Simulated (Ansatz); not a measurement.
The cluster Ge₁₂N. The state is a doublet with charge 0. Geometry PBE-D4/def2-SVP.

```xyz
13

N    -0.389   -1.488   -0.337
Ge    1.318   -0.876    0.375
Ge   -1.631   -0.431   -1.523
Ge   -2.959    0.439    0.569
Ge    0.258    1.000   -2.730
Ge   -0.562    0.942    1.606
Ge    2.468   -0.071   -1.763
Ge    0.281   -2.037   -2.155
Ge    1.563    1.464    2.702
Ge   -1.432   -1.776    1.361
Ge    1.424    1.854   -0.206
Ge   -1.144    2.130   -0.734
Ge    0.804   -1.149    2.834
```

Single mean-field runs in def2-TZVP are fitted with def2-universal-jkfit. At HF/STO-3G the charge 0 doublet is spin-contaminated (final ⟨S²⟩ up to 0.89, 0.75 for a pure state). Another isomer (doublet) lies 0.55 eV lower at PBE0-D4/def2-TZVP; other spin states weren't run for this one.

(1) Estimate the α-spin orbital energies around the gap (eV) in Ansatz with HF/STO-3G, PBE-D4/def2-SVP, PBE-D4/def2-TZVP, revPBE-D4/def2-TZVP, PBE0-D4/def2-SVP.

## Answers

(1) 
```csv
orbital,HF/STO-3G,PBE-D4/def2-SVP,PBE-D4/def2-TZVP,revPBE-D4/def2-TZVP,PBE0-D4/def2-SVP
HOMO−13,-8.96,-8.18,-8.10,-8.03,-9.41
HOMO−12,-8.37,-7.88,-7.80,-7.73,-9.01
HOMO−11,-7.95,-7.79,-7.71,-7.63,-8.87
HOMO−10,-7.20,-7.04,-6.96,-6.90,-8.00
HOMO−9,-6.45,-6.69,-6.61,-6.55,-7.58
HOMO−8,-6.28,-6.49,-6.42,-6.36,-7.40
HOMO−7,-6.07,-6.42,-6.35,-6.29,-7.33
HOMO−6,-5.80,-6.17,-6.10,-6.03,-7.05
HOMO−5,-5.30,-5.97,-5.91,-5.84,-6.77
HOMO−4,-4.75,-5.68,-5.62,-5.55,-6.50
HOMO−3,-4.61,-5.44,-5.37,-5.31,-6.23
HOMO−2,-4.08,-5.10,-5.04,-4.98,-5.85
HOMO−1,-3.89,-4.88,-4.82,-4.76,-5.64
HOMO,-3.25,-4.47,-4.41,-4.36,-5.19
LUMO,2.97,-3.88,-3.82,-3.74,-3.45
LUMO+1,3.99,-3.08,-3.05,-2.96,-2.59
LUMO+2,4.50,-3.07,-3.03,-2.94,-2.51
LUMO+3,4.84,-2.90,-2.85,-2.77,-2.38
LUMO+4,5.43,-2.67,-2.65,-2.56,-2.10
LUMO+5,5.58,-2.41,-2.38,-2.30,-1.85
β HOMO,-3.68,-4.83,-4.78,-4.71,-5.58
β LUMO,2.43,-4.20,-4.14,-4.06,-3.80
```
